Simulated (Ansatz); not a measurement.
A single point on C₄H₉GeN, SMILES `[CH3][Ge]([CH3])([CH3])[C]#N`.

```yaml
crystal:
  periodic: [false, false, false]
  atoms:
    - {symbol: C, position_ang: [-0.966030, -0.424596, 1.592760]}
    - {symbol: Ge, position_ang: [-0.015875, 0.156046, -0.002889]}
    - {symbol: C, position_ang: [1.892726, -0.211362, 0.088049]}
    - {symbol: C, position_ang: [-0.828353, -0.509617, -1.640802]}
    - {symbol: C, position_ang: [-0.191241, 2.094123, -0.061222]}
    - {symbol: N, position_ang: [-0.295066, 3.241259, -0.095624]}
    - {symbol: H, position_ang: [-0.905359, -1.510469, 1.685799]}
    - {symbol: H, position_ang: [-2.016128, -0.136166, 1.535900]}
    - {symbol: H, position_ang: [-0.527044, 0.028118, 2.482406]}
    - {symbol: H, position_ang: [2.399956, 0.193543, -0.788247]}
    - {symbol: H, position_ang: [2.061426, -1.289195, 0.123810]}
    - {symbol: H, position_ang: [2.324620, 0.240445, 0.981618]}
    - {symbol: H, position_ang: [-0.314921, -0.102550, -2.512471]}
    - {symbol: H, position_ang: [-0.761649, -1.598679, -1.671641]}
    - {symbol: H, position_ang: [-1.879063, -0.221701, -1.688144]}
basis:
  gaussian: {orbitals: def2-QZVPP}
correlation: {method: mp2}
```

```sh
$ ansatz run in.yaml --threads 2 --pin off --events-out ev --progress --plain --max-ram 32768MiB --backend cuda --devices 0, --max-vram 18GiB
```

It prints (some lines left out):

```
Functional definition: HF
3882 factors; integrals over basis functions are off by at most 1.1e-3 eV
mean field evaluation 1: about -62218.0618 eV, gradient 4.9e1 eV
mean field evaluation 2: about -62218.2169 eV, gradient 4.9e1 eV
mean field evaluation 4: about -62223.8510 eV, gradient 8.2e0 eV
mean field evaluation 8: about -62224.0206 eV, gradient 4.5e-1 eV
mean field -62224.02113703 eV, -2286.6905998296 hartree, gradient 1.6e-6 eV, S^2 0.000000; 0 other end points of the search recorded, 0 dependent functions left out
14 core orbitals not correlated: weight in the atoms' cores, before any rotation towards them, 1.000 or more for the frozen orbitals, at most 0.000 for the correlated occupied ones
reference -62224.02113703 eV, -2286.6905998296 hartree; 22, 22 occupied and 608, 608 virtual orbitals, 3882 factors
second order -39.35721359 eV of doubles, -0.00000000 eV of singles
Total energy: -62263.37835062 eV, -2288.1369507517 hartree
```

Run time 13 s (2 threads of an AMD EPYC 7R13 on a shared host and a share of an NVIDIA H100 80 GB); peak host memory 1.2 GiB.
